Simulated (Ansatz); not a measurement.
Ag3H3⁺. Charge 1, multiplicity 2. Geometry B3LYP-D4/def2-TZVP; atoms count from 1.

Cartesian coordinates in Å:
```
Ag -1.4674 4.1693 0.7543
Ag -0.6950 1.7084 -0.3195
Ag 0.3321 -1.0207 -0.3609
H 1.1844 -2.3373 0.8793
H 0.9232 -2.8040 0.3249
H -0.2772 0.2844 -1.2782
```

In the def2 sets Ag takes a core potential; there is no spin–orbit coupling. In the doublet, H4 and H5 lie 0.77 Å apart (atoms count from 1), so H2 has formed as a molecule. No other spin state of charge 1 was run. The structure comes from a short search, and lower isomers may exist.

**Question.** Estimate the Mulliken populations from the PBE0/def2-TZVP orbitals of Ansatz.

**Answer.** 
| atom | charge (e) | spin (α − β) | d electrons |
| --- | --- | --- | --- |
| Ag1 | 0.34 | 0.67 | 9.96 |
| Ag2 | 0.16 | 0.28 | 9.92 |
| Ag3 | 0.28 | 0.02 | 9.89 |
| H4 | 0.09 | 0.00 | – |
| H5 | 0.10 | 0.00 | – |
| H6 | 0.03 | 0.03 | – |
Mulliken values and Mayer orders depend strongly on the basis.

**Question.** Where does the spin sit?

**Answer.** Summed by element: Ag 0.97, H 0.03, of 1 unpaired in all. Largest on single atoms: Ag1 0.67, Ag2 0.28, H6 0.03.

**Question.** And the Mayer bond orders between bonded heavy atoms (over 0.3)?

**Answer.** Ag1–Ag2 0.51 (2.79 Å); Ag2–Ag3 0.39 (2.92 Å).
